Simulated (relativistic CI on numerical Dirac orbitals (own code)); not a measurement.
## A ladder of approximations for the levels of Ar V

Calculated with a relativistic CI code on KLI orbitals (one set per configuration, finite nucleus), adding one ingredient at a time: step 1, Dirac-Coulomb, each configuration alone; step 2, with Breit and QED terms; step 3, with configuration mixing; step 4, with scaled Slater integrals (0.85); step 5, with a P86 correlation estimate; step 6, tied to the ionisation limit. P86 is a density functional for the correlation energy, evaluated here for each configuration and added to its levels. Step 6 is semi-empirical: configurations made of the next ion and one excited electron move by -11566 cm⁻¹, so that their limit matches the tabulated ionisation energy, and those with a non-penetrating f or g electron also take the P86 value of the least penetrating other one.

Configuration list (outside the closed core [Ne]): 3s2 3p2, 3s 3p3, 3s2 3p 3d, 3p4, 3s2 3p 4s, 3s2 3p 4d, 3s 3p2 3d, 3s2 3p 5s, 3s2 3p 4p, 3p3 3d, 3s 3p 3d2, 3s2 3d 4p, 3p3 4s, 3s2 3d2, 3s 3d3, 3p2 3d2, 3p 3d3, 3p 3d2 4s, 3p 3d2 4d, 3p 3d2 5s, 3s2 3d 4s, 3s 3d2 4s.

Computed minus measured energy above the ground level, in cm⁻¹, for 17 of the 35 excited levels that pair in every step (one J of a term; a digit in brackets numbers repeated terms):

```csv
Configuration,Term,J,Measured,Step 1,Step 2,Step 3,Step 4,Step 5,Step 6
3s2 3p2,3P,1,763,27,-4,-26,-7,-7,-7
3s2 3p2,1D,2,16299,3302,3232,2624,76,77,78
3s2 3p2,1S,0,37912,8783,8728,3495,-1728,-1711,-1715
3s 3p3,3D°,1,121629,7851,7690,-628,2079,2687,1204
3s 3p3,3P°,2,141763,5995,5821,676,334,944,-555
3s 3p3,3S°,1,191537,12709,12549,5711,-2509,-1909,-1991
3s2 3p 3d,3P°,2,217572,-6664,-6844,5811,974,1898,-7662
3s2 3p 3d,3D°,1,224219,-8787,-8959,7324,1376,2307,-7369
3s2 3p 3d,1F°,3,245328,10605,10404,9779,1334,2327,-8814
3p4,1D,2,278523,41608,41323,-5687,-1440,-200,-200
3s2 3p 4s,3P°,0,295731,-993,-1033,8471,4870,9510,-1826
3s2 3p 4s,1P°,1,301290,821,708,9187,4999,9642,-1673
3s2 3p 4d,3D°,2,397476,-1869,-1993,15025,9553,14802,3301
3s2 3p 4d,3F°,3,399487,-1900,-2095,14973,9452,14702,3193
3s2 3p 4d,3P°,2,402652,-2000,-2176,15302,9115,14366,2838
3s2 3p 5s,3P°,1,430331,-1945,-2027,15307,9503,15950,4412
3s2 3p 5s,1P°,1,432378,-511,-669,16672,10658,17099,5575
```

Mean absolute errors in cm⁻¹, over all paired levels and for the configurations:

| Configuration, levels | Step 1 | Step 2 | Step 3 | Step 4 | Step 5 | Step 6 |
| --- | --- | --- | --- | --- | --- | --- |
| all, 35 | 5920 | 5946 | 7877 | 3910 | 6291 | 3329 |
| 3s2 3p2, 4 | 3059 | 2999 | 1547 | 458 | 454 | 455 |
| 3s 3p3, 8 | 9263 | 9096 | 2154 | 1337 | 1641 | 1184 |
| 3s2 3p 3d, 8 | 7353 | 7493 | 7475 | 1098 | 2039 | 7796 |
| 3p4, 1 | 41608 | 41323 | 5687 | 1440 | 200 | 200 |
| 3s2 3p 4s, 4 | 896 | 924 | 8648 | 4900 | 9541 | 1788 |
| 3s2 3p 4d, 7 | 1806 | 1969 | 14971 | 9237 | 14485 | 2990 |
| 3s2 3p 5s, 3 | 1395 | 1530 | 15803 | 9941 | 16386 | 4851 |

Measured levels: Saloman, J. Phys. Chem. Ref. Data 39, 033101 (2010).

The mean absolute error is lowest at step 6 (3329 cm⁻¹), and the largest single drop is from step 3 to 4 (7877 to 3910). Terms of the ground configuration are off by 3059 at first, 1547 with mixing and 458 after scaling, which stands in for the correlation that narrows term splittings. The Breit and QED terms change the top of the ground term (measured 2029) from 2151 to 2060. Mixing lowers the ground level by 18870, with 3s 3p2 3d as its largest admixture; relative to it the configurations that move most are 3p4 by -47011, 3s2 3p 5s by +17334, 3s2 3p 4d by +16940. Configurations whose own partners of that kind are not in the list rise by much of that lowering, so a short list can trade one imbalance for another. The P86 estimate moves 3s2 3p 5s by +6445, 3s2 3p 4d by +5248, 3s2 3p 4s by +4641, and takes the mean absolute error of the excited configurations from 4355 to 7044; it adds to levels that were already too high. Step 6 takes that error from 7044 to 3699; the error more than halves for 3s2 3p 4s, 3s2 3p 4d, 3s2 3p 5s; it grows for 3s2 3p 3d. The shift fits the limit, so it does little for low levels whose errors differ from those near the limit.
